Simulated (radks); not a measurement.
All-electron atom: Ba IV in [Kr] 4d10 5s2 5p5.

Calculated with a radial shooting solver on a logarithmic mesh with Libxc functionals: scalar-relativistic Kohn-Sham, r2SCAN, spin-polarised, spherical densities, finite nucleus; open shells are filled with parallel spins first (spin-orbit coupling, left out, can overturn this in heavy ions); meta-GGA in the generalised Kohn-Sham scheme; Fermi nuclear charge, rms radius 4.8378 fm.

Energy parts (hartree):
part                       energy
total                  -8134.3709
kinetic                 8587.1298
electron-nucleus      -19631.5989
Hartree                 3107.4253
exchange-correlation    -197.3271

Orbitals (lengths in bohr, moments of r in powers of bohr; r(max) is where P^2 peaks; r(90%) holds 90 % of the orbital's charge):
1s up: occ. 1; eigenvalue (hartree) -1372.459; <r^4> 2.078e-06; <r^2> 0.0008888; r(90%) 0.0461; r(max) 0.01642
1s down: occ. 1; eigenvalue (hartree) -1372.456; <r^4> 2.078e-06; <r^2> 0.0008888; r(90%) 0.0461; r(max) 0.01642
2s up: occ. 1; eigenvalue (hartree) -218.4127; <r^4> 0.0003469; <r^2> 0.01420; r(90%) 0.170; r(max) 0.09283
2s down: occ. 1; eigenvalue (hartree) -218.4121; <r^4> 0.0003469; <r^2> 0.01420; r(90%) 0.170; r(max) 0.09283
2p up: occ. 3; eigenvalue (hartree) -195.8370; <r^4> 0.0002529; <r^2> 0.01130; r(90%) 0.157; r(max) 0.07464
2p down: occ. 3; eigenvalue (hartree) -195.8348; <r^4> 0.0002529; <r^2> 0.01130; r(90%) 0.157; r(max) 0.07464
3s up: occ. 1; eigenvalue (hartree) -47.11542; <r^4> 0.01429; <r^2> 0.09703; r(90%) 0.428; r(max) 0.2659
3s down: occ. 1; eigenvalue (hartree) -47.11376; <r^4> 0.01429; <r^2> 0.09702; r(90%) 0.428; r(max) 0.2659
3p up: occ. 3; eigenvalue (hartree) -39.83406; <r^4> 0.01499; <r^2> 0.09720; r(90%) 0.434; r(max) 0.2603
3p down: occ. 3; eigenvalue (hartree) -39.83175; <r^4> 0.01499; <r^2> 0.09720; r(90%) 0.434; r(max) 0.2603
3d up: occ. 5; eigenvalue (hartree) -29.27072; <r^4> 0.01274; <r^2> 0.08386; r(90%) 0.417; r(max) 0.2154
3d down: occ. 5; eigenvalue (hartree) -29.26824; <r^4> 0.01273; <r^2> 0.08386; r(90%) 0.417; r(max) 0.2154
4s up: occ. 1; eigenvalue (hartree) -10.10324; <r^4> 0.3825; <r^2> 0.5124; r(90%) 0.968; r(max) 0.6250
4s down: occ. 1; eigenvalue (hartree) -10.09804; <r^4> 0.3824; <r^2> 0.5125; r(90%) 0.968; r(max) 0.6252
4p up: occ. 3; eigenvalue (hartree) -7.73978; <r^4> 0.5079; <r^2> 0.5816; r(90%) 1.04; r(max) 0.6533
4p down: occ. 3; eigenvalue (hartree) -7.73499; <r^4> 0.5067; <r^2> 0.5814; r(90%) 1.04; r(max) 0.6535
4d up: occ. 5; eigenvalue (hartree) -4.29628; <r^4> 0.9091; <r^2> 0.7427; r(90%) 1.20; r(max) 0.6946
4d down: occ. 5; eigenvalue (hartree) -4.28978; <r^4> 0.8998; <r^2> 0.7401; r(90%) 1.20; r(max) 0.6948
5s up: occ. 1; eigenvalue (hartree) -2.17500; <r^4> 12.24; <r^2> 2.911; r(90%) 2.31; r(max) 1.465
5s down: occ. 1; eigenvalue (hartree) -2.13374; <r^4> 12.32; <r^2> 2.916; r(90%) 2.31; r(max) 1.464
5p up: occ. 3; eigenvalue (hartree) -1.58353; <r^4> 20.65; <r^2> 3.752; r(90%) 2.63; r(max) 1.642
5p down: occ. 2; eigenvalue (hartree) -1.54298; <r^4> 21.05; <r^2> 3.779; r(90%) 2.65; r(max) 1.641
4f up: occ. 0; eigenvalue (hartree) -0.80612; <r^4> 11.20; <r^2> 2.133; r(90%) 2.22; r(max) 0.8080
4f down: occ. 0; eigenvalue (hartree) -0.78557; <r^4> 11.02; <r^2> 2.092; r(90%) 2.20; r(max) 0.8039
6s up: occ. 0; eigenvalue (hartree) -0.66019; <r^4> 295.1; <r^2> 14.34; r(90%) 5.12; r(max) 3.291
6s down: occ. 0; eigenvalue (hartree) -0.64901; <r^4> 316.8; <r^2> 14.91; r(90%) 5.21; r(max) 3.369

The highest occupied level is 5p down at -41.987 eV. The electron density at the nucleus is 3.342e+05 e/bohr^3 (large components only). For comparison, the ionisation energy in NIST's Atomic Spectra Database is 47.0 eV (semi-empirical). In exact Kohn-Sham theory the highest level is minus the ionisation energy, but local and semilocal functionals leave it too shallow, through self-interaction and a potential that decays too fast; potentials with the right tail come closer. Summed over all electrons, <r^2> = 38.28 bohr^2, which gives a Langevin (diamagnetic) susceptibility term of -30.3 x 10^-6 cm^3/mol.
